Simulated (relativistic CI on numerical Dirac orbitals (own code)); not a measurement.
Slater and spin-orbit integrals, Zn6+

Computed by Dirac-Coulomb-Breit CI, KLI orbitals optimised for each configuration, model QED, unscaled Slater integrals (own radial code, finite nucleus).

Slater integrals F^k, G^k are unscaled and averaged over j, outside the closed core [Ne]; ζ comes from projecting the Hamiltonian with its Breit term on Σ l·s of the shell.

- 3s2 3p6 3d6: F^2(3d,3d) = 138440, F^4(3d,3d) = 87420, ζ(3d) = 1382.5 cm⁻¹; <r>(3d) = 0.7, <r^2>(3d) = 0.5947 (bohr units).
- 3s2 3p6 3d5 4s: F^2(3d,3d) = 143400, F^4(3d,3d) = 90750, ζ(3d) = 1477.5, G^2(3d,4s) = 15223 cm⁻¹; <r>(3d) = 0.6796, <r^2>(3d) = 0.5586, <r>(4s) = 1.609, <r^2>(4s) = 2.907 (bohr units).
- 3s2 3p5 3d7: ζ(3p) = 17716, F^2(3d,3d) = 138270, F^4(3d,3d) = 87300, F^2(3p,3d) = 139800, G^1(3p,3d) = 169450, G^3(3p,3d) = 105350, ζ(3d) = 1351.2 cm⁻¹; <r>(3p) = 0.675, <r^2>(3p) = 0.531, <r>(3d) = 0.7008, <r^2>(3d) = 0.5961 (bohr units).

Give the Racah parameters of the d shell in 3s2 3p6 3d6.

B = F²/49 − 5F⁴/441 = 1834 cm⁻¹ and C = 35F⁴/441 = 6938 cm⁻¹.

Averages of the first 10 configurations, taken without configuration mixing, which lowers the lowest level and can move excited configurations by several eV; other configurations of the list can lie among them:

```csv
Configuration,Parity,States,Average energy above the lowest level (eV)
3s2 3p6 3d6,even,210,7.4
3s2 3p6 3d5 4s,even,504,55.3
3s2 3p5 3d7,odd,720,90.3
3s2 3p6 3d5 4p,odd,1512,68.3
3s2 3p4 3d8,even,675,174.9
3s2 3p6 3d5 4d,even,2520,87.8
3s 3p6 3d7,even,240,143.7
3s2 3p6 3d5 5s,even,504,98.1
3s2 3p6 3d5 4f,odd,3528,103.1
3s2 3p6 3d5 5p,odd,1512,103.4
```
